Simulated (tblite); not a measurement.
Record of a relaxation.

C5H9B.
Numbering: `[BH2:1]/[C:2]([CH3:3])=[CH:4]\[CH:5]=[CH2:6]` (hydrogens: H7, H8 on B1; H9, H10, H11 on C3; H12 on C4; H13 on C5; H14, H15 on C6)

Computed with GFN2-xTB (tblite), gas phase: L-BFGS steps from a force-field or distance-geometry start until the largest atomic force falls under 0.01 eV/Å. 8 of its 95 geometries are shown.

Step 0: E = -447.3912 eV, largest atomic force 2.056 eV/Å
```
atom  x, y, z in Å  |  force x, y, z in eV/Å
B1     -0.886    1.652   -0.292   -1.301  -0.024   1.091
C2     -0.809    0.090   -0.175   -0.566   1.024  -0.538
C3     -2.001   -0.780   -0.276   -2.014   0.206   0.356
C4      0.347   -0.510    0.038    1.572   0.209   0.417
C5      1.582    0.260    0.179   -0.164  -1.099  -0.126
C6      2.688   -0.439    0.381    1.073   0.164   0.201
H7     -1.867    2.155   -0.790    0.897  -0.254   0.033
H8     -0.299    2.258    0.566   -0.232  -0.069  -0.843
H9     -2.877   -0.179    0.091    0.462  -0.598  -0.429
H10    -1.954   -1.669    0.386    0.205   0.396  -0.587
H11    -2.227   -1.079   -1.316    0.182   0.057   0.517
H12     0.394   -1.601    0.133    0.240   0.444   0.020
H13     1.605    1.337    0.108   -0.203  -0.235  -0.067
H14     3.671    0.028    0.490   -0.406  -0.294  -0.001
H15     2.630   -1.514    0.455    0.255   0.075  -0.044
```

Step 13: E = -447.8001 eV, largest atomic force 0.098 eV/Å
```
atom  x, y, z in Å  |  force x, y, z in eV/Å
B1     -1.019    1.664   -0.178   -0.036  -0.001   0.025
C2     -0.846    0.131   -0.115    0.015  -0.033   0.053
C3     -2.066   -0.749   -0.258   -0.054  -0.007  -0.011
C4      0.348   -0.479    0.071    0.047  -0.027  -0.059
C5      1.624    0.178    0.177    0.028   0.010   0.034
C6      2.765   -0.477    0.388    0.048  -0.038   0.017
H7     -1.865    2.143   -0.827   -0.066  -0.045  -0.027
H8     -0.344    2.368    0.467    0.016   0.032  -0.031
H9     -2.971   -0.236    0.059    0.039   0.067   0.055
H10    -1.965   -1.663    0.326    0.037   0.010  -0.021
H11    -2.214   -1.034   -1.300    0.080   0.028  -0.050
H12     0.404   -1.562    0.116   -0.075  -0.050   0.027
H13     1.632    1.253    0.089   -0.008   0.045   0.034
H14     3.710    0.024    0.507   -0.015   0.074  -0.051
H15     2.802   -1.551    0.457   -0.058  -0.066   0.005
```

Step 27: E = -447.8149 eV, largest atomic force 0.080 eV/Å
```
atom  x, y, z in Å  |  force x, y, z in eV/Å
B1     -1.036    1.663   -0.183   -0.009  -0.035   0.014
C2     -0.832    0.136   -0.087    0.003  -0.011  -0.001
C3     -2.055   -0.732   -0.261    0.046   0.015  -0.004
C4      0.354   -0.487    0.100   -0.008  -0.013  -0.009
C5      1.632    0.164    0.210   -0.048  -0.007  -0.027
C6      2.777   -0.494    0.384   -0.025   0.029   0.013
H7     -1.936    2.067   -0.812   -0.031   0.040  -0.016
H8     -0.360    2.421    0.394    0.032   0.012  -0.018
H9     -2.951   -0.216    0.077    0.008  -0.031   0.016
H10    -1.952   -1.668    0.285   -0.031  -0.016  -0.026
H11    -2.184   -0.964   -1.319   -0.030  -0.008  -0.003
H12     0.385   -1.574    0.135    0.003   0.031   0.045
H13     1.623    1.242    0.134    0.069  -0.018   0.036
H14     3.719    0.019    0.469    0.040   0.010   0.005
H15     2.812   -1.569    0.452   -0.019   0.001  -0.024
```

Step 40: E = -447.8251 eV, largest atomic force 0.076 eV/Å
```
atom  x, y, z in Å  |  force x, y, z in eV/Å
B1     -1.056    1.659   -0.224    0.001   0.043   0.012
C2     -0.833    0.140   -0.086    0.007   0.000  -0.052
C3     -2.046   -0.736   -0.276   -0.035  -0.025   0.009
C4      0.355   -0.463    0.151   -0.006  -0.021   0.037
C5      1.639    0.176    0.263    0.016   0.002  -0.031
C6      2.778   -0.506    0.377    0.015   0.005   0.025
H7     -2.021    2.045   -0.763    0.009   0.013  -0.011
H8     -0.321    2.435    0.244    0.045   0.046  -0.009
H9     -2.929   -0.254    0.138   -0.027  -0.033   0.018
H10    -1.928   -1.714    0.184    0.046  -0.023   0.020
H11    -2.224   -0.884   -1.342    0.003   0.025  -0.004
H12     0.389   -1.544    0.240   -0.016  -0.068  -0.029
H13     1.661    1.255    0.229   -0.024   0.012   0.012
H14     3.732   -0.013    0.453   -0.011  -0.003   0.001
H15     2.799   -1.585    0.392   -0.024   0.027   0.000
```

Step 54: E = -447.8318 eV, largest atomic force 0.042 eV/Å
```
atom  x, y, z in Å  |  force x, y, z in eV/Å
B1     -1.045    1.670   -0.251    0.002  -0.023   0.000
C2     -0.839    0.148   -0.085   -0.010  -0.019  -0.014
C3     -2.039   -0.746   -0.276    0.001  -0.002   0.006
C4      0.345   -0.456    0.174   -0.003  -0.004  -0.039
C5      1.629    0.182    0.293   -0.017  -0.010   0.031
C6      2.765   -0.508    0.384    0.002   0.015  -0.011
H7     -2.037    2.061   -0.732   -0.023  -0.004  -0.009
H8     -0.257    2.453    0.111    0.015  -0.009   0.004
H9     -2.916   -0.330    0.216    0.006  -0.001   0.001
H10    -1.862   -1.750    0.106   -0.002   0.004   0.012
H11    -2.266   -0.826   -1.340   -0.016   0.037   0.012
H12     0.374   -1.541    0.258    0.005   0.021  -0.013
H13     1.645    1.261    0.294    0.016  -0.017  -0.010
H14     3.723   -0.023    0.458    0.024   0.010   0.018
H15     2.775   -1.586    0.367    0.000   0.004   0.013
```

Step 67: E = -447.8373 eV, largest atomic force 0.035 eV/Å
```
atom  x, y, z in Å  |  force x, y, z in eV/Å
B1     -1.039    1.660   -0.287   -0.030  -0.013  -0.012
C2     -0.841    0.141   -0.102    0.028   0.007  -0.003
C3     -2.050   -0.745   -0.264    0.025   0.008  -0.021
C4      0.351   -0.459    0.137    0.021  -0.008   0.022
C5      1.628    0.183    0.303    0.017  -0.006   0.001
C6      2.767   -0.500    0.419    0.001  -0.009   0.007
H7     -2.066    2.047   -0.697    0.004   0.022   0.012
H8     -0.202    2.434   -0.037   -0.010   0.020   0.006
H9     -2.872   -0.385    0.353    0.017  -0.001   0.007
H10    -1.837   -1.779   -0.003    0.004  -0.019   0.022
H11    -2.385   -0.715   -1.301   -0.025   0.013  -0.018
H12     0.390   -1.544    0.198   -0.011  -0.015   0.004
H13     1.645    1.261    0.334   -0.011   0.000  -0.032
H14     3.721   -0.013    0.535   -0.029   0.009   0.014
H15     2.785   -1.578    0.391   -0.002  -0.007  -0.008
```

Step 81: E = -447.8397 eV, largest atomic force 0.029 eV/Å
```
atom  x, y, z in Å  |  force x, y, z in eV/Å
B1     -1.041    1.659   -0.301    0.007   0.003   0.027
C2     -0.832    0.139   -0.129   -0.008   0.000   0.013
C3     -2.047   -0.742   -0.268    0.000  -0.002  -0.002
C4      0.356   -0.467    0.114   -0.002   0.010   0.007
C5      1.631    0.175    0.287    0.006   0.003   0.002
C6      2.769   -0.502    0.441    0.007  -0.007   0.011
H7     -2.081    2.054   -0.667   -0.009  -0.017  -0.008
H8     -0.206    2.441   -0.063    0.017  -0.004  -0.004
H9     -2.830   -0.406    0.410    0.005  -0.016  -0.012
H10    -1.822   -1.786   -0.054   -0.006   0.002  -0.002
H11    -2.443   -0.673   -1.281   -0.006   0.009  -0.003
H12     0.388   -1.552    0.184    0.000   0.008   0.000
H13     1.644    1.254    0.296    0.004   0.009  -0.027
H14     3.715   -0.005    0.574    0.002   0.008   0.003
H15     2.796   -1.580    0.435   -0.018  -0.005  -0.006
```

Step 94: E = -447.8420 eV, largest atomic force 0.008 eV/Å
```
atom  x, y, z in Å  |  force x, y, z in eV/Å
B1     -1.047    1.662   -0.295   -0.001   0.002  -0.004
C2     -0.831    0.141   -0.139    0.000   0.003   0.000
C3     -2.043   -0.745   -0.277   -0.003  -0.002   0.000
C4      0.359   -0.460    0.104    0.000   0.001  -0.002
C5      1.638    0.179    0.261    0.000  -0.002  -0.004
C6      2.763   -0.504    0.473    0.000   0.000   0.000
H7     -2.104    2.055   -0.612    0.000  -0.001   0.005
H8     -0.197    2.440   -0.104    0.006   0.001   0.000
H9     -2.788   -0.475    0.470    0.004  -0.002  -0.004
H10    -1.795   -1.798   -0.159   -0.008  -0.001   0.000
H11    -2.500   -0.601   -1.255    0.006  -0.001   0.004
H12     0.391   -1.544    0.187    0.002   0.002   0.001
H13     1.667    1.256    0.200   -0.007   0.000   0.000
H14     3.715   -0.015    0.590    0.002   0.002   0.001
H15     2.768   -1.581    0.533   -0.001  -0.002   0.002
```

Problem. Summarise the path.

Solution. The energy falls by 10.40 kcal/mol from step 0 to step 94; nine tenths of that is first reached at step 12. It falls at every step. The largest force goes from 2.056 to 0.008 eV/Å. Among the bonds B1–H7 changes most, from 1.210 to 1.171 Å; the atoms move by 0.328 Å rms after alignment.

What follows is the cost of the whole relaxation. Time: 0.73 s wall. Hardware: an Arm Neoverse N1 with one thread, shared host with 64 logical CPUs at a one-minute load of 63.
